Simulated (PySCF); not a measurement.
**Tin: a sound run and one with changed settings**

Sound run: Sn [Kr] 4d10 5s2 5p2, Sn⁺ [Kr] 4d10 5s2 5p1. Computed with PySCF 2.14 in def2-SVP with the def2 core potential (28 electrons), with scalar relativity through the core potential. In the sound run the correlated levels freeze 4s2 4p6 4d10 outside the core potential. The sound run starts from symmetry-adapted Hartree-Fock orbitals and uses a fine grid where one is needed.

Changed run: all electrons correlated in a basis built for the valence shell.

| species | method | sound run (hartree) | changed run (hartree) | converged |
| --- | --- | --- | --- | --- |
| Sn | MP2 | -213.37040 | -213.40900 | yes |
| Sn⁺ | MP2 | -213.11102 | -213.14726 | yes |

Ionisation energy of Sn:

| method | sound run (eV) | changed run (eV) |
| --- | --- | --- |
| UHF | 6.853 | 6.853 |
| MP2 | 7.058 | 7.122 |
| SCS-MP2 | 7.005 | 7.043 |

A valence basis has no tight correlating functions, so it recovers only part of the core correlation, and not evenly between atom and ion.

For comparison, NIST gives 7.344 eV between the lowest levels.
